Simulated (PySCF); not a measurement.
Simulated absorption spectrum

InH2F.
SMILES: `[H][In]([H])[F]`

Method: PySCF 2.14.0, density-fitted response routines, TDDFT B3LYP/def2-SVPD, vertical, gas phase, core orbitals frozen in the response, def2 core potentials past Kr. Geometry: PBE0-D3(BJ)/def2-SVP; no solvent, vibrations or thermal averaging. Spin–orbit coupling is left out.

Computed states:

```
state  E (eV)       f
   S1    5.26  0.0000
   S2    6.42   0.034
   S3    6.59  0.0000
   S4    6.62  0.0028
   S5    6.80   0.073
   S6    7.39   0.016
   S7    7.57   0.120
   S8    7.92   0.200
   S9    8.12   0.173
  S10    8.28   0.068
```

Each state is given a Gaussian of 0.25 eV full width at half maximum, with ε(max) = 2.175×10⁸ f / Δν̃ (Δν̃ the width in cm⁻¹). The cross-section is σ = 3.8235×10⁻²¹ ε cm², given in Mb (10⁻¹⁸ cm²). The width is an assumption, not a result. The curve ends short of the highest state used, and states not computed would add to its high-energy end.

Problem. What does the envelope look like, and where are its maxima?

Solution. 
| λ (nm) | σ (Mb) |
| --- | --- |
| 161.4 | 36.67 |
| 164.1 | 51.36 |
| 166.7 | 28.22 |
| 169.3 | 8.41 |
| 172.0 | 1.57 |
| 174.6 | 0.75 |
| 177.3 | 6.23 |
| 179.9 | 21.44 |
| 182.5 | 30.18 |
| 185.2 | 19.01 |
| 187.8 | 9.50 |
| 190.4 | 11.46 |
| 193.1 | 14.39 |
| 195.7 | 9.98 |
| 198.4 | 3.62 |
| 201.0 | 0.77 |
| 203.6 | 0.10 |
| 206.3 | 0.01 |
| 208.9 | 0.00 |
| 211.5 | 0.00 |
| 214.2 | 0.00 |
| 216.8 | 0.00 |
| 219.5 | 0.00 |
| 222.1 | 0.00 |
| 224.7 | 0.00 |
| 227.4 | 0.00 |
| 230.0 | 0.00 |
| 232.6 | 0.00 |
| 235.3 | 0.00 |
| 237.9 | 0.00 |
| 240.6 | 0.00 |
| 243.2 | 0.00 |
| 245.8 | 0.00 |
| 248.5 | 0.00 |
| 251.1 | 0.00 |
| 253.7 | 0.00 |

Maxima: 193 nm (6.43 eV), ε about 3800, made up of S2 (98%); 182 nm (6.80 eV), ε about 7900, made up of S5 (99%); 164 nm (7.57 eV), ε about 14000, made up of S7 (96%) (ε in L mol⁻¹ cm⁻¹; maxima over ε = 5, shares over 10%).

Problem. Coming from long wavelengths, where does ε first pass 100 L mol⁻¹ cm⁻¹?

Solution. At about 202 nm (6.14 eV), 0.88 eV above S1.

Problem. What would ε be at 7.57 eV, the highest of these maxima, with half the width (0.125 eV)?

Solution. About 26000 L mol⁻¹ cm⁻¹ against 13500, a factor of about 1.9; a lone state at its own centre would give exactly 2.

Problem. On this curve, what absorbance would a 10⁻³ mol/L sample give at 193 nm over a 1 cm path?

Solution. 193 nm is 6.424 eV, where ε is about 3800 L mol⁻¹ cm⁻¹, so A = ε c l ≈ 3.8 (Beer–Lambert, with the gas-phase spectrum and the assumed width).

The vertical ionisation energy (ΔSCF) is 11.17 eV, 2.89 eV above S10.
